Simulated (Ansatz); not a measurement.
Species: tribromo(hydroxy)silane, sum formula HSiOBr₃, charge 0, multiplicity 1. 
Coordinates optimised at B3LYP-D3(BJ)/def2-TZVP (Ansatz, a quantum-chemistry and plane-wave program):
```
Si
O 1 1.6240
H 2 0.9627 1 118.43
Br 1 2.1989 2 106.30 3 180.00
Br 1 2.2170 2 110.86 3 -60.07
Br 1 2.2170 2 110.86 3 60.07
```

Quantity: atomisation energy (electronic, to ground-state atoms), in kJ/mol. Valence correlation only, unless marked. Open shells are spin-unrestricted. No spin-orbit coupling. The frozen core is the preceding noble-gas configuration, with the filled d and f shells of earlier blocks. No relativistic terms. The coupled-cluster limit lacks core correlation, which all-electron functionals hold. CBS marks a two-point X^-3 extrapolation of the correlation energy; Hartree-Fock from the larger set.

| level | program | atomisation energy (kJ/mol) |
|---|---|---|
| HF/STO-3G | Ansatz | 1432.0 |

**Question.** Predict the CCSD(T)/CBS(def2-TZVPPD,def2-QZVPPD) result (Ansatz).

**Answer.** 1972.5 kJ/mol, so HF/STO-3G differs from it by -540.5 kJ/mol.
